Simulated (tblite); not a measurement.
Compound: C4H12O2Si.
SMILES with atom numbers: `[CH3:1][CH2:2][C@H:3]([CH2:4][OH:5])[O:6][SiH3:7]` (hydrogens: H8, H9, H10 on C1; H11, H12 on C2; H13 on C3; H14, H15 on C4; H16 on O5; H17, H18, H19 on Si7)

Computed with GFN2-xTB (tblite), gas phase: L-BFGS steps from a force-field or distance-geometry start until the largest atomic force falls under 0.01 eV/Å.

Step 114: E = -669.4013 eV
```
atom  x, y, z in Å  |  force x, y, z in eV/Å
C1      2.2733    0.3139   -1.1962    0.012   0.016  -0.005
C2      1.0416   -0.5670   -1.0435    0.047  -0.006  -0.005
C3     -0.0636    0.1023   -0.2234    0.020  -0.009   0.012
C4      0.2492    0.0894    1.2766   -0.028  -0.008   0.001
O5     -0.6729    0.8578    2.0052    0.015   0.044  -0.042
O6     -1.2662   -0.5466   -0.4871    0.007   0.034   0.017
Si7    -2.6776   -0.4824    0.3118    0.038  -0.050  -0.071
H8      2.7238    0.5366   -0.2325    0.037  -0.040  -0.001
H9      3.0138   -0.1832   -1.8167    0.016   0.005   0.007
H10     2.0036    1.2555   -1.6671    0.016   0.034  -0.052
H11     0.6307   -0.7888   -2.0304   -0.014  -0.009   0.031
H12     1.3048   -1.5137   -0.5682    0.005  -0.005  -0.022
H13    -0.1654    1.1554   -0.5437    0.013  -0.004   0.009
H14     0.1509   -0.9299    1.6558   -0.013   0.005  -0.035
H15     1.2764    0.4331    1.4503   -0.014   0.046   0.007
H16    -0.6212    1.7736    1.7028   -0.042  -0.073   0.030
H17    -3.1938    0.8858    0.3935   -0.007   0.025   0.016
H18    -2.6012   -1.0726    1.6418   -0.059  -0.019   0.057
H19    -3.4158   -1.3100   -0.6365   -0.049   0.014   0.048
```

Step 115: E = -669.4023 eV
```
atom  x, y, z in Å  |  force x, y, z in eV/Å
C1      2.2748    0.3115   -1.1954    0.013   0.024  -0.017
C2      1.0417   -0.5666   -1.0431    0.027   0.004   0.004
C3     -0.0644    0.1050   -0.2259    0.019  -0.010   0.011
C4      0.2461    0.0937    1.2746   -0.001  -0.005  -0.012
O5     -0.6791    0.8595    2.0010    0.006  -0.005  -0.011
O6     -1.2659   -0.5454   -0.4922   -0.002   0.044   0.040
Si7    -2.6744   -0.4866    0.3134    0.041  -0.024  -0.027
H8      2.7266    0.5315   -0.2320    0.039  -0.033   0.007
H9      3.0125   -0.1883   -1.8162    0.034   0.002  -0.003
H10     2.0086    1.2542   -1.6667    0.014   0.026  -0.043
H11     0.6307   -0.7893   -2.0297   -0.009  -0.012   0.027
H12     1.3028   -1.5126   -0.5653    0.003  -0.006  -0.026
H13    -0.1658    1.1590   -0.5447    0.012  -0.026  -0.004
H14     0.1503   -0.9250    1.6543   -0.009  -0.011  -0.029
H15     1.2725    0.4416    1.4478   -0.030   0.036   0.011
H16    -0.6236    1.7753    1.7043   -0.045  -0.011   0.010
H17    -3.1854    0.8840    0.4053   -0.006   0.003   0.022
H18    -2.5972   -1.0902    1.6405   -0.055   0.006   0.008
H19    -3.4206   -1.3020   -0.6375   -0.052  -0.002   0.034
```

Task: Estimate the geometry and energy of step 116. (The exact step hangs on the optimiser's Hessian estimate; all steps are aligned on step 115, rigid shifts and turns removed.)

Result: E = -669.4034 eV, largest force 0.064 eV/Å
```
atom  x, y, z in Å  |  force x, y, z in eV/Å
C1      2.2771    0.3120   -1.1953    0.013   0.017  -0.026
C2      1.0432   -0.5648   -1.0441   -0.006   0.012   0.015
C3     -0.0640    0.1052   -0.2271    0.006   0.000   0.008
C4      0.2441    0.0943    1.2734    0.014   0.009  -0.021
O5     -0.6829    0.8590    1.9978   -0.004  -0.050   0.016
O6     -1.2648   -0.5469   -0.4941   -0.004   0.039   0.050
Si7    -2.6714   -0.4907    0.3155    0.024   0.040  -0.016
H8      2.7295    0.5300   -0.2318    0.032  -0.021   0.007
H9      3.0133   -0.1914   -1.8144    0.048   0.001  -0.015
H10     2.0143    1.2546   -1.6693    0.013   0.016  -0.027
H11     0.6306   -0.7873   -2.0297    0.001  -0.011   0.015
H12     1.3026   -1.5111   -0.5662    0.012  -0.013  -0.024
H13    -0.1671    1.1602   -0.5439    0.014  -0.038  -0.013
H14     0.1485   -0.9242    1.6527    0.001  -0.020  -0.022
H15     1.2696    0.4454    1.4458   -0.029   0.024   0.023
H16    -0.6260    1.7744    1.7041   -0.044   0.037  -0.008
H17    -3.1799    0.8824    0.4100    0.001  -0.017   0.020
H18    -2.6023   -1.0936    1.6434   -0.036   0.000   0.004
H19    -3.4244   -1.2982   -0.6342   -0.055  -0.025   0.012
```

The energy changes by -0.0011 eV. The first-order estimate −F·Δx gives -0.0015 eV and the mean of the old and new forces, exact on a quadratic surface, -0.0010 eV. The step makes an angle of 63° with the force vector and moves no atom by more than 0.007 Å.

What follows is the cost of the whole relaxation. Time: 1.7 s. Hardware: one thread of an Arm Neoverse N1, no GPU (shared host).
